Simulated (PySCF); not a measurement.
`C#C[Si@](N)(C=C)[SiH2]O`: 4 charge schemes on one density

Compound: C4H9NOSi2.
Structure used (GFN2-xTB), in Å, numbered top down from 1:
```
atom  x, y, z in Å
C1    -0.0154    0.5037   -3.1293
C2     0.0694    0.5233   -1.9291
Si3    0.1599    0.5777   -0.0591
N4     0.4871    2.1745    0.5369
C5     1.7255   -0.3950    0.3719
C6     1.7299   -1.6618    0.7516
Si7   -1.7895   -0.1162    0.9377
O8    -2.0264   -1.5762    0.2499
H9    -0.0829    0.4802   -4.1800
H10   -0.2305    2.8778    0.4783
H11    1.3794    2.5929    0.3282
H12    2.6749    0.1241    0.2989
H13    2.6364   -2.1990    0.9902
H14    0.8147   -2.2262    0.8374
H15   -2.9728    0.7234    0.6780
H16   -1.7667   -0.2877    2.3990
H17   -2.7998   -2.1033    0.4296
```

Density: PBE0/pcSseg-1 (PySCF); schemes: Mulliken, IAO, Hirshfeld and ESP-fitted. One conformer (not necessarily the lowest) at the GFN2-xTB geometry, without solvent, vibrations or thermal averaging.

For which atoms does the sign change between the 4 schemes (beyond +0.03 e in one, beyond −0.03 e in another)?

For none.

Which atoms carry the lowest charge in the Mulliken, IAO, Hirshfeld and ESP-fitted schemes?

All schemes agree: Mulliken N4 (-0.624); IAO N4 (-0.833); Hirshfeld N4 (-0.319); ESP-fitted N4 (-1.112).

Tabulate the Mulliken, IAO, Hirshfeld and ESP-fitted charges.

In e:

| atom | environment | Mulliken | IAO | Hirshfeld | ESP-fitted |
| --- | --- | --- | --- | --- | --- |
| C1 | terminal alkyne carbon | -0.248 | -0.203 | -0.098 | -0.315 |
| C2 | alkyne carbon | -0.144 | -0.338 | -0.167 | -0.226 |
| Si3 | four-coordinate silicon | +0.795 | +0.896 | +0.343 | +0.643 |
| N4 | silicon-bound nitrogen | -0.624 | -0.833 | -0.319 | -1.112 |
| C5 | alkene CH carbon | -0.484 | -0.409 | -0.136 | -0.257 |
| C6 | terminal =CH2 carbon | -0.160 | -0.277 | -0.084 | -0.375 |
| Si7 | oxygen-bound silicon | +0.596 | +0.725 | +0.311 | +0.546 |
| O8 | silanol oxygen | -0.565 | -0.801 | -0.309 | -0.727 |
| H9 | alkyne hydrogen | +0.058 | +0.199 | +0.093 | +0.287 |
| H10 | N–H hydrogen | +0.192 | +0.260 | +0.114 | +0.406 |
| H11 | N–H hydrogen | +0.191 | +0.261 | +0.117 | +0.420 |
| H12 | vinylic hydrogen | +0.125 | +0.150 | +0.044 | +0.174 |
| H13 | vinylic hydrogen | +0.116 | +0.148 | +0.047 | +0.171 |
| H14 | vinylic hydrogen | +0.129 | +0.148 | +0.043 | +0.180 |
| H15 | Si–H hydrogen | -0.118 | -0.146 | -0.091 | -0.137 |
| H16 | Si–H hydrogen | -0.106 | -0.143 | -0.088 | -0.135 |
| H17 | hydroxyl hydrogen | +0.247 | +0.365 | +0.180 | +0.457 |

Mean size of the charges over all atoms: ESP-fitted 0.386 e, IAO 0.371 e, Mulliken 0.288 e, Hirshfeld 0.152 e. Each set sums to the total charge, 0, to within 0.001 e. The Hirshfeld scheme weights the molecular density at each point by an atom's share of the summed free-atom densities. The IAO scheme counts the electrons in orthogonalised intrinsic atomic orbitals, a minimal basis polarised so that it spans the occupied orbitals exactly.

Sum the charges by element, for elements with more than one atom.

```tsv
element	atoms	Mulliken	IAO	Hirshfeld	ESP-fitted
C	4	-1.036	-1.227	-0.485	-1.174
Si	2	+1.391	+1.621	+0.654	+1.190
H	9	+0.834	+1.240	+0.459	+1.822
```

How closely do the schemes follow one another over all atoms?

Correlation coefficient and root-mean-square difference: IAO with Hirshfeld 0.99, 0.272 e; Mulliken with IAO 0.98, 0.117 e; Mulliken with Hirshfeld 0.97, 0.193 e; IAO with ESP-fitted 0.96, 0.133 e; Hirshfeld with ESP-fitted 0.95, 0.292 e; Mulliken with ESP-fitted 0.92, 0.188 e.
